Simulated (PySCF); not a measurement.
## WNBr₃, singlet: structure and spectrum

These are results of PySCF, PBE, basis W def2-SVP with ECP60, N def2-SVP, Br def2-SVP (scalar-relativistic core potentials, no spin–orbit coupling, density fitting), not measurements.

The structure is a minimum.

```xyz
5
charge 0 multiplicity 1, angstrom
W     0.0000   -0.2259   -0.1597
N     0.0000   -1.5962   -1.1287
Br    2.0310   -0.4076    1.1479
Br   -2.0310   -0.4076    1.1479
Br    0.0000    1.6234   -1.7243
```

- Point group: C3v
- Bond lengths: W–Br 2.422 Å (×3), W–N 1.678 Å
- Bond angles: Br–W–Br 114.0° (×3), Br–W–N 104.5° (×3)
- Atomisation energy without zero-point energy: 1877 kJ/mol
- Enthalpy at 298.15 K above 0 K: 22.38 kJ/mol
- Dipole moment: 2.05 D
- Principal polarisabilities: 75.4, 108.4, 108.4 bohr³
- Rotational symmetry number: 3
- Rotational constants: 0.02265, 0.02265, 0.01295 cm⁻¹
- Entropy at 298.15 K and 1 bar: 395.2 J/(mol K)
- Highest occupied level: -7.30 eV
- Heat capacity Cp at 298.15 K: 95.5 J/(mol K)
- Lowest empty level: -4.35 eV
- Zero-point energy: 15.7 kJ/mol
- Principal quadrupole moments (Buckingham, traceless) about the centre of mass: -7.53, 3.76, 3.76 D Å

Harmonic modes (masses in u: W 183.951, N 14.003, Br 78.918):
```json
{"symmetry": "e", "ω (cm⁻¹)": "65", "IR (km/mol, summed over degenerate members)": "0.0", "μ (u)": "82.60", "type": "bend"}
{"symmetry": "a1", "ω (cm⁻¹)": "91", "IR (km/mol, summed over degenerate members)": "0.0", "μ (u)": "86.08", "type": "bend"}
{"symmetry": "e", "ω (cm⁻¹)": "232", "IR (km/mol, summed over degenerate members)": "1.0", "μ (u)": "18.25", "type": "bend"}
{"symmetry": "a1", "ω (cm⁻¹)": "245", "IR (km/mol, summed over degenerate members)": "1.6", "μ (u)": "81.04", "type": "stretch"}
{"symmetry": "e", "ω (cm⁻¹)": "299", "IR (km/mol, summed over degenerate members)": "65.3", "μ (u)": "50.75", "type": "mixed"}
{"symmetry": "a1", "ω (cm⁻¹)": "1105", "IR (km/mol, summed over degenerate members)": "36.5", "μ (u)": "14.99", "type": "stretch"}
```

In C3v the vibrations span 3e + 3a1.

Charges (e):
```csv
atom,Mulliken,Löwdin,polar tensor,Mayer order to W1
W1,0.59,-0.60,1.35,–
N2,-0.16,-0.01,-0.38,2.78
"Br3,4,5",-0.14,0.20,-0.32,1.19
```

Mulliken populations on W1 (electrons outside its core potential): s 2.58, p 6.32, d 4.42, f 0.10.

Outer orbital energies (eV). occupied: -9.35, -8.77, -8.54, -8.54, -7.96, -7.48, -7.30, -7.30; empty: -4.35, -4.35, -1.86, -1.86.

Formally W is in oxidation state +6, d0. The polar-tensor charge on W, 1.35, is far below the formal one.

Only a few start shapes were tried, so a lower isomer may exist. Spin–orbit coupling, left out here, can matter for elements this heavy.

The final relaxation and frequency run took 120 s on 4 threads of a shared Intel Xeon Platinum 8259CL @ 2.50GHz (Skylake/Cascade Lake) host, with 142 basis functions and 13 gradients; the process peaked at 1.5 GiB. Launch command: `OMP_NUM_THREADS=4 python axn.py task.json out`.
